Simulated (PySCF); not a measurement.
# Exercise with solution: dipole moment from atomic charges

Zn(SeH)(SiH3) (H4SeSiZn), SMILES [SiH3][Zn][SeH]. Atoms are numbered in the order given.

```xyz
7

Zn    -0.1697    -0.2968     0.3374
Se     0.5824     1.1504    -1.3210
H      1.9562     1.0550    -0.7826
Si    -0.9494    -1.7790     2.0245
H     -1.8598    -2.8207     1.4563
H     -1.7051    -1.0511     3.0901
H      0.1898    -2.4885     2.6849
```
Charge 0, spin multiplicity 1.

The structure is a stationary point at B3LYP-D3(BJ)/def2-SVP. The structure was generated by enumeration; whether it is a known compound was not checked. Other conformers were not sampled.

Charges (e) from PBE/def2-TZVPD in PySCF:

| atom | ESP fit | IAO |
|---|---|---|
| Zn1 | 0.403 | 1.025 |
| Se2 | -0.331 | -0.684 |
| H3 | 0.090 | 0.065 |
| Si4 | -0.189 | -0.168 |
| H5 | 0.018 | -0.079 |
| H6 | 0.010 | -0.080 |
| H7 | 0.000 | -0.079 |

The dipole moment of the full density is 1.01 D.

### Question
What dipole moment does each set of point charges give, and which comes closer to that of the density?

### Answer

μ = Σ q r, and 1 e Å = 4.8032 D.
ESP fit: Σ q r = (0.044, -0.130, 0.177) e Å, |μ| = 1.08 D.
IAO: Σ q r = (-0.017, -0.220, 0.284) e Å, |μ| = 1.73 D.
ESP fit comes closer in size. Point charges leave out the atoms' own dipoles (lone pairs, polarised bonds); fits to the potential absorb them, partitions of the density don't.
